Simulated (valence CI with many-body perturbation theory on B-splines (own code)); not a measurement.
## E1 line list for Pr52+

Method: valence CI with perturbative core correlation (CI+MBPT): five valence electrons over a frozen Dirac-Fock core [He], radial functions for each j: 11 s, 11 p, 10 d, 8 f, 5 g, 2 h, with the one-electron correlation potential Σ1 (screened to all orders), the two-electron term Σ2, the three-electron term Σ3, Breit, model QED; selected single and double excitations, second order for the rest, scaled by the run's own slope (own B-spline code, finite nucleus).

No measured spectrum was set against this ion. As an estimate, large intervals hold to a few tenths of a per cent, small ones and those within an open d or f shell to about a per cent. Among the levels kept, up to 7100 cm⁻¹ of a level comes from second order outside the variational space, and about a tenth of that is noise between levels of different J, which matters for small intervals.

Lines 1 to 50 of 600 in falling wavelength, among levels below 59090 × 10³ cm⁻¹, chosen from the strongest by gf and those to the six lowest levels. Wavelengths and rates use the calculated energies. Electric multipoles are in the length gauge, E1 and E2 with the static RPA response of the core. Weak lines are less certain than strong ones. Lines between different terms over intervals too small for the method are left out, as are lines whose strength nearly cancels. The highest levels of a list are the least certain.

Levels are named by their leading jj configuration (3d3/2^4 stands for four electrons in 3d with j = 3/2), which in mixed levels can hold well under half, so a name can repeat and another be missing. Letters in brackets count levels of one name in rising energy.

| λ vac (Å) | Upper | Lower | A (s⁻¹) | S (a.u.) |
| --- | --- | --- | --- | --- |
| 178.1 | (2s^2 2p1/2 2p3/2 3p1/2) J=5/2 | (2s^2 2p1/2 2p3/2 3s) J=3/2 [b] | 2.65e+09 | 4.43e-02 |
| 166.2 | (2s^2 2p1/2 2p3/2 3p1/2) J=5/2 | (2s^2 2p1/2 2p3/2 3s) J=5/2 | 3.22e+09 | 4.37e-02 |
| 160.5 | (2s 2p1/2 2p3/2^2 3p1/2) J=3/2 [a] | (2s 2p1/2 2p3/2^2 3s) J=5/2 [a] | 6.06e+09 | 4.95e-02 |
| 149.3 | (2s^2 2p3/2^2 3p1/2) J=5/2 | (2s^2 2p3/2^2 3s) J=3/2 | 4.86e+09 | 4.79e-02 |
| 146.2 | (2s 2p1/2 2p3/2^2 3p1/2) J=7/2 | (2s 2p1/2 2p3/2^2 3s) J=7/2 | 3.93e+09 | 4.86e-02 |
| 142.1 | (2s^2 2p3/2^2 3p1/2) J=3/2 | (2s^2 2p3/2^2 3s) J=5/2 | 8.42e+09 | 4.77e-02 |
| 141.2 | (2s 2p1/2 2p3/2^2 3p1/2) J=5/2 [a] | (2s 2p1/2 2p3/2^2 3s) J=5/2 [a] | 5.29e+09 | 4.41e-02 |
| 137.1 | (2s^2 2p3/2^2 3p1/2) J=5/2 | (2s^2 2p3/2^2 3s) J=5/2 | 5.68e+09 | 4.33e-02 |
| 136.8 | (2s 2p1/2^2 2p3/2 3p1/2) J=5/2 | (2s 2p1/2^2 2p3/2 3s) J=5/2 | 4.93e+09 | 3.74e-02 |
| 125.4 | (2s 2p1/2 2p3/2^2 3p1/2) J=3/2 [d] | (2s 2p1/2 2p3/2^2 3s) J=5/2 [c] | 9.46e+09 | 3.68e-02 |
| 120.6 | (2s^2 2p1/2 2p3/2 3p1/2) J=3/2 [b] | (2s^2 2p1/2 2p3/2 3s) J=5/2 | 1.18e+10 | 4.09e-02 |
| 117.3 | (2s^2 2p3/2^2 3d5/2) J=5/2 [b] | (2s^2 2p3/2^2 3p3/2) J=3/2 [b] | 6.73e+09 | 3.22e-02 |
| 115.7 | (2s^2 2p1/2 2p3/2 3d5/2) J=7/2 [a] | (2s^2 2p1/2 2p3/2 3p3/2) J=5/2 [a] | 9.10e+09 | 5.56e-02 |
| 114.5 | (2s^2 2p3/2^2 3d5/2) J=7/2 | (2s 2p1/2 2p3/2^2 3s) J=5/2 [b] | 5.48e+09 | 3.25e-02 |
| 112.6 | (2s^2 2p3/2^2 3d5/2) J=9/2 | (2s^2 2p3/2^2 3p3/2) J=7/2 | 1.26e+10 | 8.89e-02 |
| 112.5 | (2s 2p1/2 2p3/2^2 3p1/2) J=5/2 [b] | (2s 2p1/2 2p3/2^2 3s) J=7/2 | 1.20e+10 | 5.06e-02 |
| 111.9 | (2s 2p1/2^2 2p3/2 3d5/2) J=5/2 [a] | (2s 2p1/2^2 2p3/2 3p3/2) J=5/2 [a] | 7.19e+09 | 2.98e-02 |
| 110.8 | (2s 2p1/2 2p3/2^2 3d5/2) J=7/2 [b] | (2s 2p1/2 2p3/2^2 3p3/2) J=5/2 [b] | 8.81e+09 | 4.74e-02 |
| 110.0 | (2s 2p1/2^2 2p3/2 3d5/2) J=9/2 | (2s 2p1/2^2 2p3/2 3p3/2) J=7/2 | 2.19e+10 | 1.44e-01 |
| 109.9 | (2s 2p1/2 2p3/2^2 3d5/2) J=9/2 [a] | (2s 2p1/2 2p3/2^2 3p3/2) J=7/2 [a] | 1.91e+10 | 1.25e-01 |
| 109.2 | (2s 2p1/2 2p3/2^2 3d5/2) J=11/2 | (2s 2p1/2 2p3/2^2 3p3/2) J=9/2 | 2.21e+10 | 1.70e-01 |
| 108.2 | (2s 2p1/2 2p3/2^2 3d5/2) J=7/2 [e] | (2s 2p1/2 2p3/2^2 3p3/2) J=5/2 [e] | 1.74e+10 | 8.70e-02 |
| 107.9 | (2s 2p1/2^2 2p3/2 3d5/2) J=3/2 [b] | (2s 2p1/2^2 2p3/2 3p3/2) J=1/2 [b] | 1.55e+10 | 3.85e-02 |
| 107.6 | (2s^2 2p1/2 2p3/2 3d5/2) J=5/2 [b] | (2s^2 2p1/2 2p3/2 3p3/2) J=3/2 [b] | 7.72e+09 | 2.84e-02 |
| 107.5 | (2s 2p1/2 2p3/2^2 3d5/2) J=9/2 [b] | (2s 2p1/2 2p3/2^2 3p3/2) J=7/2 [b] | 1.81e+10 | 1.11e-01 |
| 107.0 | (2s 2p1/2 2p3/2^2 3d5/2) J=5/2 [a] | (2s 2p1/2 2p3/2^2 3p3/2) J=3/2 [a] | 1.13e+10 | 4.11e-02 |
| 106.4 | (2s^2 2p3/2^2 3d5/2) J=5/2 [a] | (2s^2 2p3/2^2 3p3/2) J=3/2 [a] | 1.01e+10 | 3.61e-02 |
| 106.4 | (2s 2p1/2 2p3/2^2 3d5/2) J=7/2 [a] | (2s 2p1/2 2p3/2^2 3p3/2) J=5/2 [a] | 1.79e+10 | 8.53e-02 |
| 106.3 | (2s 2p1/2 2p3/2^2 3d5/2) J=9/2 [b] | (2s 2p1/2 2p3/2^2 3p3/2) J=9/2 | 4.28e+09 | 2.53e-02 |
| 106.0 | (2s^2 2p1/2 2p3/2 3d5/2) J=7/2 [b] | (2s^2 2p1/2 2p3/2 3p3/2) J=5/2 [b] | 1.73e+10 | 8.16e-02 |
| 105.9 | (2s 2p1/2 2p3/2^2 3d5/2) J=7/2 [d] | (2s 2p1/2 2p3/2^2 3p3/2) J=5/2 [d] | 1.92e+10 | 9.03e-02 |
| 105.7 | (2s 2p1/2 2p3/2^2 3d5/2) J=5/2 [c] | (2s 2p1/2 2p3/2^2 3p3/2) J=3/2 [d] | 1.75e+10 | 6.14e-02 |
| 105.6 | (2s 2p1/2^2 2p3/2 3d5/2) J=5/2 [b] | (2s 2p1/2^2 2p3/2 3p3/2) J=3/2 [b] | 2.02e+10 | 7.04e-02 |
| 104.8 | (2s^2 2p1/2 2p3/2 3d5/2) J=9/2 | (2s^2 2p1/2 2p3/2 3p3/2) J=7/2 | 2.34e+10 | 1.33e-01 |
| 104.7 | (2s 2p1/2^2 2p3/2 3d5/2) J=7/2 [b] | (2s 2p1/2^2 2p3/2 3p3/2) J=5/2 [b] | 2.41e+10 | 1.09e-01 |
| 104.5 | (2s 2p1/2^2 2p3/2 3d5/2) J=7/2 [a] | (2s 2p1/2^2 2p3/2 3p3/2) J=5/2 [a] | 2.09e+10 | 9.42e-02 |
| 104.1 | (2s 2p1/2 2p3/2^2 3d5/2) J=9/2 [c] | (2s 2p1/2 2p3/2^2 3p3/2) J=7/2 [c] | 2.48e+10 | 1.38e-01 |
| 103.6 | (2s 2p1/2 2p3/2^2 3d5/2) J=5/2 [b] | (2s 2p1/2 2p3/2^2 3p3/2) J=3/2 [c] | 1.67e+10 | 5.51e-02 |
| 103.4 | (2s^2 2p1/2^2 3d5/2) J=5/2 | (2s^2 2p1/2^2 3p3/2) J=3/2 | 2.45e+10 | 8.03e-02 |
| 102.1 | (2s 2p1/2 2p3/2^2 3d5/2) J=5/2 [d] | (2s 2p1/2 2p3/2^2 3p3/2) J=3/2 [e] | 1.78e+10 | 5.62e-02 |
| 100.3 | (2s 2p1/2 2p3/2^2 3d5/2) J=5/2 [e] | (2s 2p1/2 2p3/2^2 3p3/2) J=3/2 [f] | 1.04e+10 | 3.10e-02 |
| 99.66 | (2s 2p1/2^2 2p3/2 3d5/2) J=5/2 [a] | (2s 2p1/2^2 2p3/2 3p3/2) J=3/2 [a] | 1.72e+10 | 5.05e-02 |
| 99.60 | (2s 2p1/2 2p3/2^2 3d5/2) J=7/2 [c] | (2s 2p1/2 2p3/2^2 3p3/2) J=5/2 [c] | 2.30e+10 | 8.97e-02 |
| 99.29 | (2s^2 2p3/2^2 3d5/2) J=7/2 | (2s^2 2p3/2^2 3p3/2) J=5/2 | 1.18e+10 | 4.55e-02 |
| 99.02 | (2s^2 2p1/2 2p3/2 3d5/2) J=5/2 [a] | (2s^2 2p1/2 2p3/2 3p3/2) J=3/2 [a] | 1.85e+10 | 5.31e-02 |
| 95.51 | (2s^2 2p1/2 2p3/2 3d5/2) J=3/2 [a] | (2s^2 2p1/2 2p3/2 3p3/2) J=1/2 [a] | 1.51e+10 | 2.59e-02 |
| 94.87 | (2s 2p1/2 2p3/2^2 3d5/2) J=3/2 [d] | (2s 2p1/2 2p3/2^2 3p3/2) J=1/2 [c] | 2.01e+10 | 3.39e-02 |
| 92.63 | (2s^2 2p3/2^2 3d5/2) J=5/2 [b] | (2s 2p1/2 2p3/2^2 3s) J=3/2 [b] | 1.50e+10 | 3.54e-02 |
| 91.78 | (2s 2p1/2 2p3/2^2 3d5/2) J=3/2 [c] | (2s 2p1/2 2p3/2^2 3p3/2) J=1/2 [b] | 1.69e+10 | 2.58e-02 |
| 90.82 | (2s^2 2p1/2 2p3/2 3d5/2) J=7/2 [a] | (2s 2p1/2^2 2p3/2 3s) J=5/2 | 1.46e+10 | 4.32e-02 |
